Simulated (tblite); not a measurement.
Compound: C₅H₁₂N₂.
Z-matrix (Å and degrees, GFN2-xTB geometry), rows numbered from 1:
```
C 
C   1  1.5215
N   2  1.4569  1  109.79
C   3  1.4620  2  113.87  1   177.31
C   4  1.5439  3  106.22  2    89.50
C   5  1.5444  4  102.66  3    16.20
N   3  1.4216  2  110.45  1   -64.06
H   1  1.0863  2  109.87  3   -58.56
H   1  1.0861  2  109.70  3    60.74
H   1  1.0870  2  110.17  3  -178.86
H   2  1.1009  1  109.59  3  -123.73
H   2  1.0929  1  109.85  3   117.38
H   4  1.0950  3  107.55  2  -152.40
H   4  1.0885  3  110.99  2   -33.87
H   5  1.0884  4  111.42  3   136.15
H   5  1.0890  4  111.16  3  -102.80
H   6  1.0938  5  110.91  4  -112.73
H   6  1.0892  5  113.04  4   125.55
H   7  1.0180  3  106.54  2   153.95
```

Calculated harmonic vibrations of the isolated species, GFN2-xTB (tblite), most abundant isotopes, no scaling. Against measured fundamentals such values can be off by several per cent, at times by over 20. One conformer, not necessarily the lowest.

Harmonic wavenumbers (cm⁻¹): 75.9, 80.0, 170.1, 220.5, 256.1, 392.0, 449.9, 681.4, 692.5, 796.3, 838.1, 856.6, 868.5, 932.1, 961.4, 992.7, 1021.7, 1041.8, 1060.9, 1091.4, 1107.7, 1131.8, 1157.6, 1188.7, 1200.6, 1247.0, 1264.3, 1265.8, 1283.0, 1295.2, 1341.2, 1380.1, 1399.8, 1472.6, 1478.7, 1480.5, 1493.7, 1500.4, 1505.6, 2851.5, 2935.2, 2948.0, 2964.1, 2999.3, 3004.6, 3013.0, 3017.4, 3039.1, 3051.8, 3057.9, 3318.8.

A = 5000, B = 2039, C = 1756 MHz; mass 100.100 u (most abundant isotopes); point group C1, symmetry number 1.

Q: What is the zero-point energy?

A: Half the sum of the wavenumbers: 37437 cm⁻¹ = 107.04 kcal/mol.

Q: What is S at 273.15 K and 1 bar for an ideal gas of classical rigid rotors and harmonic oscillators?

A: Translation 39.31, rotation 27.03, vibration 16.49: S = 82.8 cal/(mol K).

Q: And Cp and H(273.15 K) − H(0)?

A: Cp = 27.14 cal/(mol K), of which vibrations give 19.19 (their classical limit is 51 R = 101.3); H(273.15 K) − H(0) = 4.63 kcal/mol without the zero-point energy, 2.46 from vibrations.

Q: Blend soft modes into free rotors: weight 1/[1 + (100 cm⁻¹/ν̃)⁴] for the oscillator and the rest for a rotor with moment μB/(μ + B), μ = h/(8π²ν), B = 10⁻⁴⁴ kg m². What vibrational entropy results?

A: 15.40 cal/(mol K) in place of 16.49, which changes −T·S at 273.15 K by +0.30 kcal/mol.

Q: Which modes carry the vibrational entropy at 273.15 K?

A: 75.9 cm⁻¹: 3.82; 80.0 cm⁻¹: 3.72; 170.1 cm⁻¹: 2.27; 220.5 cm⁻¹: 1.80; 256.1 cm⁻¹: 1.54; 392.0 cm⁻¹: 0.87 cal/(mol K); the other 45 give 2.48 together.

Hindered rotation and anharmonicity are outside this model. Other conformers, if any are populated, would add a mixing term that is left out. The structure is chiral; the term R ln 2 for an equal mix with its mirror image is left out.
